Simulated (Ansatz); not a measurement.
A structure relaxed at PBE0-D4/def2-TZVP, charge 0, multiplicity 2:

```xyz
7

F    -0.389   -2.355   -0.161
Si   -1.005   -0.960    0.324
F    -2.198   -0.640   -0.692
Si    0.649    0.729    0.139
H     1.172    0.849   -1.248
H     1.748    0.372    1.073
H     0.023    2.006    0.565
```

Problem. Give its formula and SMILES.

Solution. F2H3Si2, `F[Si](F)[SiH3]`.

Problem. Point group (tolerance 0.08 Å, 0.16 Å for H)?

Solution. Cs.

Problem. Summarise the bond lengths by kind.

Solution. 2 × F–Si 1.600 Å; 1 × Si–Si 2.371 Å; 3 × H–Si 1.485 to 1.487 Å.

Program: Ansatz 0.2.0.
